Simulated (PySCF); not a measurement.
C6H18Si4.
Atom-mapped SMILES: `[CH2:1]=[C:2]([CH3:3])[SiH2:4][SiH2:5][Si@H:6]([SiH3:7])[C:8](=[CH2:9])[CH3:10]` (hydrogens: H11, H12 on C1; H13, H14, H15 on C3; H16, H17 on Si4; H18, H19 on Si5; H20 on Si6; H21, H22, H23 on Si7; H24, H25 on C9; H26, H27, H28 on C10)

Computed by this run: PBE0-D3(BJ)/def2-SVP geometry optimisation, gas phase (PySCF); density fitting, grid level 1; the optimiser is geomeTRIC in internal coordinates, started from a GFN2-xTB structure with every atom displaced at random (about 0.01 Å).

Step 0: E = -37989.8740 eV
```
atom  x, y, z in Å  |  force x, y, z in eV/Å
C1     -3.2238   -0.5894   -1.0910   -1.202   1.371  -0.628
C2     -3.0736   -0.3380    0.1956    0.506   0.277   1.237
C3     -3.7051    0.8539    0.8577    0.505  -0.597   0.060
Si4    -1.9419   -1.4303    1.2752   -1.412   0.516  -0.324
Si5     0.1123   -0.4495    1.4279    0.433   0.120   0.192
Si6     0.9814    0.2986   -0.6072    0.417   0.840  -0.062
Si7     1.2815   -1.3850   -2.1856   -0.370   0.196  -0.345
C8      2.6609    1.1657   -0.3034   -0.623  -1.523   0.482
C9      2.8399    2.4546   -0.5179   -0.157   0.841  -0.522
C10     3.7354    0.2945    0.2654   -0.008   0.256  -0.511
H11    -3.8510    0.0775   -1.7148    0.200  -0.228   0.108
H12    -2.7978   -1.4162   -1.5772    0.783  -1.424  -0.801
H13    -2.9407    1.4857    1.3129    0.267   0.258   0.245
H14    -4.2672    1.4666    0.1688   -0.432   0.344  -0.513
H15    -4.3595    0.5188    1.6612   -0.320  -0.009   0.361
H16    -1.9116   -2.7456    0.6586    0.292  -0.766  -0.414
H17    -2.6851   -1.6101    2.5510    0.188   0.049   0.384
H18     1.0378   -1.4059    2.0512    0.431  -0.504   0.083
H19     0.0949    0.6346    2.4383   -0.126   0.444   0.028
H20     0.0777    1.3571   -1.1420   -0.204  -0.025  -0.105
H21     1.9759   -2.5287   -1.6287    0.545  -0.666   0.487
H22    -0.0129   -1.9209   -2.6509   -0.450  -0.043  -0.071
H23     2.0228   -0.9798   -3.4079    0.142   0.268  -0.059
H24     2.0551    3.0803   -0.9373   -0.168   0.204  -0.023
H25     3.8044    2.9239   -0.3480    0.327   0.215   0.133
H26     4.6489    0.8734    0.3980    0.438   0.048   0.077
H27     3.9366   -0.5542   -0.4003    0.140  -0.184  -0.050
H28     3.4407   -0.1122    1.2266   -0.143  -0.281   0.548
```

**Question.** Estimate the geometry and energy of step 1. (The exact step hangs on the optimiser's Hessian estimate; all steps are aligned on step 0, rigid shifts and turns removed.)

**Answer.** E = -37990.2034 eV, largest force 0.371 eV/Å
```
atom  x, y, z in Å  |  force x, y, z in eV/Å
C1     -3.1486   -0.5661   -1.1549    0.093  -0.245  -0.096
C2     -3.0163   -0.3264    0.1569    0.094  -0.024   0.037
C3     -3.6277    0.8718    0.8192    0.001   0.064   0.006
Si4    -1.9547   -1.4650    1.2297   -0.338   0.017  -0.151
Si5     0.1464   -0.4811    1.4794    0.169  -0.054   0.215
Si6     0.9457    0.3288   -0.5677    0.135   0.273   0.006
Si7     1.1406   -1.4156   -2.1183   -0.055  -0.072   0.004
C8      2.6261    1.1582   -0.2866   -0.147  -0.051   0.063
C9      2.7719    2.4700   -0.5204    0.067  -0.107  -0.127
C10     3.7400    0.3098    0.2514    0.012   0.017   0.011
H11    -3.7208    0.1029   -1.8059   -0.042   0.077  -0.028
H12    -2.7001   -1.4434   -1.6435   -0.057   0.120   0.111
H13    -2.8567    1.4964    1.3008    0.024   0.018   0.018
H14    -4.1777    1.5061    0.1058    0.003  -0.033   0.007
H15    -4.3195    0.5650    1.6201   -0.034   0.019   0.014
H16    -1.8528   -2.8005    0.5683    0.120  -0.024  -0.037
H17    -2.6125   -1.6543    2.5603    0.020   0.000   0.055
H18     1.1060   -1.4743    2.0612    0.048  -0.081  -0.094
H19     0.1131    0.6297    2.4845   -0.104   0.099  -0.054
H20     0.0064    1.3681   -1.0967   -0.058  -0.048  -0.002
H21     1.8805   -2.5692   -1.5227    0.075  -0.009   0.025
H22    -0.2032   -1.9241   -2.5260   -0.066   0.018  -0.009
H23     1.8650   -0.9539   -3.3415    0.026   0.004  -0.017
H24     1.9599    3.0881   -0.9105   -0.056   0.038   0.012
H25     3.7369    2.9662   -0.3606   -0.002   0.044   0.044
H26     4.6674    0.8907    0.3682    0.032  -0.021   0.001
H27     3.9481   -0.5475   -0.4102    0.020  -0.017   0.006
H28     3.4725   -0.1106    1.2360    0.023  -0.021  -0.019
```

The energy changes by -0.3294 eV. The first-order estimate −F·Δx gives -0.5932 eV and the mean of the old and new forces, exact on a quadratic surface, -0.3310 eV. The step makes an angle of 77° with the force vector and moves no atom by more than 0.228 Å.

The cost below is that of the whole optimisation. Time: 7.8 min; peak memory 1.1 GiB. Hardware: one thread, Arm Neoverse V2 (aarch64), no GPU, shared host with 96 logical CPUs at a one-minute load of 30.
